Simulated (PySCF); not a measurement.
Al2H4, SMILES [AlH2][AlH2-], charge -1, multiplicity 2. Atoms are numbered in the order given.

```xyz
6

Al     0.0000     0.0000    -1.2286
Al     0.0000     0.0000     1.2286
H      0.0000     1.3317    -2.1599
H      0.0000    -1.3317    -2.1599
H      0.0000     1.3317     2.1599
H      0.0000    -1.3317     2.1599
```
Charge -1, spin multiplicity 2.

Geometry: ωB97X-D3(BJ)/def2-TZVPD.

The numbers are results of PBE/def2-TZVPD in PySCF, not measurements.

Mulliken values depend strongly on the basis, most of all with diffuse functions as here. ESP charges are fitted to the potential on shells at 1.4 to 2.0 van der Waals radii. Atomic charges (e):

```
atom  meta-Löwdin  ESP fit  Mulliken spin
----  -----------  -------  -------------
Al1         -0.18      ___           0.50
Al2         -0.18      ___           0.50
H3          -0.16      ___           0.00
H4          -0.16      ___           0.00
H5          -0.16      ___           0.00
H6          -0.16      ___           0.00
```

Q: What belongs in the gaps? (An estimate is asked for; the answer gives what the named calculation found.)

A: 
- Al1, ESP fit: -0.07
- Al2, ESP fit: -0.07
- H3, ESP fit: -0.21
- H4, ESP fit: -0.21
- H5, ESP fit: -0.21
- H6, ESP fit: -0.21
